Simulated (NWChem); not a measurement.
Correlation energy of N-methylmethanimine (C2H5N)

SMILES: C=NC
```xyz
8

C     -1.1018     0.3452     0.0000
N      0.0354    -0.5448     0.0000
C      1.1976    -0.0473     0.0000
H     -1.7294     0.1339    -0.8824
H     -1.7294     0.1339     0.8824
H     -0.8381     1.4237     0.0000
H      1.3987     1.0455     0.0000
H      2.0757    -0.7107     0.0000
```
Charge 0, spin multiplicity 1.

Program: NWChem. The geometry was optimised at B3LYP/def2-SVP, a minimum by its harmonic frequencies.

Basis set: cc-pVDZ. Each correlation energy counts from its own Hartree-Fock reference.

The correlated methods keep 3 core orbitals frozen. Coupled-cluster values serve here as a point of comparison, not as the truth.

Order these methods by the correlation energy they give, lowest first: RI-MP2, SCS-MP2, CR-CCSD[T], CCSD, CCSD+T(CCSD).

CCSD+T(CCSD) (-496.8 mHa), CR-CCSD[T] (-492.9 mHa), CCSD (-480.5 mHa), RI-MP2 (-444.4 mHa), SCS-MP2 (-442.9 mHa)
